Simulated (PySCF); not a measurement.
## Gas-phase thermal properties of HfCl₃OH

Energies from PySCF, thermal terms from the rigid-rotor harmonic-oscillator model, ideal gas at 1 bar. All species are closed-shell singlets. Hf: scalar-relativistic def2 core potential, no spin-orbit coupling. HfCl₃OH: computed as isolated molecules; such fragments, hydroxides, amides, oligomers or adducts are transient or little studied in the gas. The harmonic model lacks anharmonicity and excited electronic states, which grow with temperature; levels with a mode under 35 cm⁻¹ are left out. Soft modes under 120 cm⁻¹ make the harmonic entropy rough for HfCl₃OH.

| level | point group | σ | ZPE (kJ/mol) | S°298 (J/mol/K) | Cp298 (J/mol/K) | S°1000 (J/mol/K) | H1000 − H298 (kJ/mol) |
|---|---|---|---|---|---|---|---|
| PBE/def2-SVP | C3v | 3 | 40.8 | 391.2 | 110.6 | 535.1 | 84.3 |
| PBE0/def2-TZVP | C3v | 3 | 41.7 | 390.0 | 110.6 | 533.8 | 84.3 |
σ: rotational symmetry number. Electronic degeneracy used: 1. Frequencies are unscaled.
